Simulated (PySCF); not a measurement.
Isomers of C7H13Al. Level of theory: PBE0-D3(BJ)/def2-SVP geometry optimisation, gas phase in PySCF 2.14.0. Energies are electronic, without zero-point or thermal terms, for one conformer each. No frequencies were run at this level. Point groups hold within 0.08 Å.

Question: Rank from lowest to highest electronic energy at this level (kcal/mol).
A. `[CH2:1]=[C:2]([CH3:3])[C@H:4]1[CH2:5][CH2:6][CH2:7][AlH:8]1` with C1–C2–C4–C5 -22°, C2–C4–C5–C6 157°, C4–C5–C6–C7 -56°, C5–C6–C7–Al8 38°, C6–C7–Al8–C4 -14°
B. `[CH2:1]=[C:2]([CH3:3])[C@H:4]1[CH2:5][CH2:6][AlH:7][CH2:8]1` with C1–C2–C4–C5 -11°, C2–C4–C5–C6 -179°, C4–C5–C6–Al7 -39°, C5–C6–Al7–C8 14°, C6–Al7–C8–C4 11°
C. `[C]([AlH][C](C)(C)C)#CC`
D. `[CH2:1]=[CH:2][AlH:3][CH:4]1[CH2:5][CH2:6][CH2:7][CH2:8]1` with C1–C2–Al3–C4 179°, C2–Al3–C4–C5 -114°, Al3–C4–C5–C6 -166°, C4–C5–C6–C7 29°, C5–C6–C7–C8 -5°, C6–C7–C8–C4 -20°
E. `[CH2:1]1[CH2:2][AlH:3][C@@H:4]([CH:5]2[CH2:6][CH2:7]2)[CH2:8]1` with Al3–C4–C5–C6 -159°, C8–C1–C2–Al3 36°, C1–C2–Al3–C4 -12°, C2–Al3–C4–C5 -140°, C4–C5–C6–C7 110°
F. `[CH2:1]1[CH2:2][CH:3]([AlH:4][CH:5]2[CH2:6][CH2:7]2)[CH2:8]1` with C2–C3–Al4–C5 -177°, C3–Al4–C5–C6 40°, C8–C1–C2–C3 -20°, C1–C2–C3–Al4 -95°, Al4–C5–C6–C7 -109°, C2–C3–C8–C1 -19°
G. `[CH:1]#[C:2][AlH:3][C:4]([CH3:5])([CH3:6])[CH2:7][CH3:8]` with C2–Al3–C4–C5 57°, Al3–C4–C7–C8 -49°

Answer: A (0.0), B (1.3), D (4.9), E (6.9), C (19.9), F (25.2), G (27.7).

As drawn, the lowest has a C=C bond outside aromatic rings, which the highest lacks; the highest has a C≡C bond, which the lowest lacks. Neighbours under 2.5 kcal/mol apart (C=C(C)[C@H]1CC[CH2][AlH]1 and C=C(C)[C@H]1C[CH2][AlH][CH2]1; C=[CH][AlH][CH]1CCCC1 and C1[CH2][AlH][C@@H](C2CC2)C1; C1C[CH]([AlH][CH]2CC2)C1 and C#[C][AlH][C](C)(C)CC) can change places with a better method, another conformer or zero-point energy.

```csv
SMILES,E (Eh),E rel (kcal/mol),dipole (D),point group,"A, B, C (MHz)"
C=C(C)[C@H]1CC[CH2][AlH]1,-516.26584,0.0,0.98,C1,"2964, 1165, 996.8"
C=C(C)[C@H]1C[CH2][AlH][CH2]1,-516.26376,1.3,0.51,C1,"3291, 1076, 887.7"
C=[CH][AlH][CH]1CCCC1,-516.25804,4.9,0.76,C1,"5222, 692.2, 657.6"
C1[CH2][AlH][C@@H](C2CC2)C1,-516.25488,6.9,0.26,C1,"3465, 1058, 859.5"
CC#[C][AlH][C](C)(C)C,-516.23413,19.9,1.60,–,"3318, 727.3, 688.8"
C1C[CH]([AlH][CH]2CC2)C1,-516.22565,25.2,0.79,C1,"3698, 900.9, 835.0"
C#[C][AlH][C](C)(C)CC,-516.22174,27.7,0.95,C1,"2247, 1123, 1006"
```

As an exercise, what shares would exp(−E/RT) give at 500 K from these electronic energies alone (no entropy, no degeneracies)?

RT = 0.994 kcal/mol: C=C(C)[C@H]1CC[CH2][AlH]1 78.3 %, C=C(C)[C@H]1C[CH2][AlH][CH2]1 21.1 %, C=[CH][AlH][CH]1CCCC1 0.6 %, C1[CH2][AlH][C@@H](C2CC2)C1 0.1 %, CC#[C][AlH][C](C)(C)C under 0.1 %, C1C[CH]([AlH][CH]2CC2)C1 under 0.1 %, C#[C][AlH][C](C)(C)CC under 0.1 %.
